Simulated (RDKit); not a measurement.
RDKit input (UFF):

```python
from rdkit import Chem
from rdkit.Chem import AllChem, rdDetermineBonds

mol = Chem.MolFromXYZFile('mol.xyz')
rdDetermineBonds.DetermineBonds(mol, charge=0)
print('SMILES', Chem.MolToSmiles(Chem.RemoveHs(mol)))
ff = AllChem.UFFGetMoleculeForceField(mol)
e0 = ff.CalcEnergy()
flag = ff.Minimize(maxIts=5000, forceTol=1e-5)
print(f'energy {e0:.4f} -> {ff.CalcEnergy():.4f} kcal/mol, converged: {flag == 0}')
print(Chem.MolToXYZBlock(mol))
```
mol.xyz:
```
16

C      2.79441700     0.82361100     0.11889500
C      1.64247600     0.35923600     0.58647400
Se     0.31743100    -0.50261700    -0.47748300
C     -1.26877600     0.03693800     0.59846100
C     -2.46492400    -0.75587300     0.09199200
C     -1.49420200     1.53894500     0.54263200
H      3.53938200     1.23048100     0.79171600
H      3.03931800     0.80584700    -0.93571700
H      1.41265400     0.39297900     1.64615400
H     -1.03090000    -0.27047500     1.61820900
H     -3.35207700    -0.50425600     0.67832300
H     -2.29872800    -1.83060400     0.16951800
H     -2.68029000    -0.51658400    -0.95177200
H     -0.62124700     2.09160700     0.88954400
H     -2.34378700     1.81374600     1.17570000
H     -1.71092100     1.85908600    -0.47797500
```

Output:

```
SMILES C=C[Se]C(C)C
energy 9.6620 -> 1.2836 kcal/mol, converged: True
16

C      2.356018    0.916876    0.499071
C      1.634963   -0.160453    0.805086
Se     0.298541   -0.826885   -0.409272
C     -1.152586    0.113198    0.510281
C     -2.471780   -0.605392    0.233221
C     -1.220219    1.566871    0.041440
H      3.111454    1.280206    1.187967
H      2.196787    1.440274   -0.438098
H      1.808870   -0.682205    1.740509
H     -0.965952    0.092613    1.606126
H     -3.304049   -0.101910    0.769916
H     -2.410950   -1.655228    0.590335
H     -2.692645   -0.609359   -0.855710
H     -0.277606    2.094325    0.294133
H     -2.056473    2.094848    0.547383
H     -1.374549    1.614287   -1.057718
```

The geometry given is a B3LYP-D3(BJ)/def2-TZVP minimum.
